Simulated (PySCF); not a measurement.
Order these species by their calculated properties.

Each SMILES stands for a single optimised conformer of the isolated species, non-relativistic unless stated; the electronic structure was computed with PySCF and density fitting.

Dipoles, sizes and rotational constants follow the conformer. The torsions of the flexible species, by atom-mapped SMILES:
- `[CH3:1][CH2:2][O:3][CH:4][CH2:5][SH:6]`: C1–C2–O3–C4 78°, C2–O3–C4–C5 -156°, O3–C4–C5–S6 88°, H–S6–C5–C4 -63°
- `[CH3:1][CH:2][O:3][CH2:4][CH2:5][SH:6]`: C1–C2–O3–C4 30°, C2–O3–C4–C5 76°, O3–C4–C5–S6 -177°, H–S6–C5–C4 -64°
- `[CH2:1]=[N:2][C@@H:3]([CH3:4])[CH:5][CH2:6][CH3:7]`: C1–N2–C3–C4 136°, N2–C3–C5–C6 83°, C3–C5–C6–C7 -114°
- `[CH2+:1][CH:2][C:3]([CH3:4])=[C:5]1[CH:6]=[CH:7]1`: C1–C2–C3–C4 0°
- `[CH3:1][CH2:2][S+:3]([CH3:4])([CH3:5])=[O:6]`: C1–C2–S3–C4 171°
- `[CH:1]#[C:2][CH2:3][CH2:4][C:5]#[C:6][CH3:7]`: C2–C3–C4–C5 180°
- `[CH3:1][CH2:2][C@H:3]([CH:4]=[O:5])[C:6]([F:7])([F:8])[F:9]`: C1–C2–C3–C4 -74°, C2–C3–C4–O5 4°, C2–C3–C6–F7 -59°
- `[CH3:1][CH2:2][CH:3][S@@:4]([CH3:5])=[O:6]`: C1–C2–C3–S4 -95°, C2–C3–S4–C5 -128°
- `[CH3:1][O:2][CH2:3][C@@H:4]([CH3:5])[C:6](=[O:7])[Cl:8]`: C1–O2–C3–C4 173°, O2–C3–C4–C5 168°, C3–C4–C6–O7 -28°

(1) Rank by isotropic g value, highest first (unrestricted B3LYP/pcH-1, mean-field spin–orbit at GFN2-xTB geometries).
A. `[CH2+][CH]C(C)=C1C=C1` [radical]
B. `CCO[CH]CS` [radical]
C. `C[CH]OCCS` [radical]
D. `C=N[C@@H](C)[CH]CC` [radical]

(2) By how much do the two ends of that ranking differ?

(3) Rank by HOMO–LUMO gap, lowest first (PBE0/def2-SVPD at GFN2-xTB geometries).
A. `C(#CC)CC#CC`
B. `CC[S+](C)(C)=O`
C. `CC[C@H](C=O)C(F)(F)F`
D. `C#CCCC#CC`

(4) Rank by electronic spatial extent ⟨r²⟩ about the centre of nuclear charge, lowest first (PBE0/def2-SVPD at GFN2-xTB geometries).
A. `FC(F)(F)[C@@H](C=O)CC`
B. `CC#CCC#CC`
C. `CC[S+](C)(C)=O`
D. `C#CCCC#CC`

(5) Rank by HOMO energy, highest first (PBE0/def2-SVPD at GFN2-xTB geometries).
A. `C#CCCC#CC`
B. `CC#CCC#CC`
C. `CC[C@H](C=O)C(F)(F)F`
D. `CC[S+](C)(C)=O`

(6) Give the two extremes of that set in hartree.

(7) Rank by smallest rotational constant, lowest first (GFN2-xTB).
A. `C[CH]OCCS` [radical]
B. `CC[CH][S@@](C)=O` [radical]
C. `CC[S+](C)(C)=O`
D. `N(=C)[C@@H](C)[CH]CC` [radical]
E. `COC[C@@H](C)C(=O)Cl`
F. `CC[C@H](C=O)C(F)(F)F`

(8) Give the two extremes of that set in cm⁻¹.

Answers

(1) B (2.00366), C (2.00328), A (2.00259), D (2.00245).

(2) By 0.00121, between `CCO[CH]CS` [doublet state] and `C=N[C@@H](C)[CH]CC` [doublet state].

(3) C (6.65 eV), A (7.75 eV), D (7.91 eV), B (9.42 eV).

(4) C (745 bohr²), A (1205 bohr²), B (1299 bohr²), D (1320 bohr²).

(5) B (-7.08 eV), A (-7.31 eV), C (-8.09 eV), D (-13.91 eV).

(6) `CC[S+](C)(C)=O`: -0.511 Eh; `CC#CCC#CC`: -0.260 Eh.

(7) E (0.840 GHz), F (0.983 GHz), A (1.131 GHz), D (1.366 GHz), B (1.506 GHz), C (2.073 GHz).

(8) `COC[C@@H](C)C(=O)Cl`: 0.0280 cm⁻¹; `CC[S+](C)(C)=O`: 0.0691 cm⁻¹.
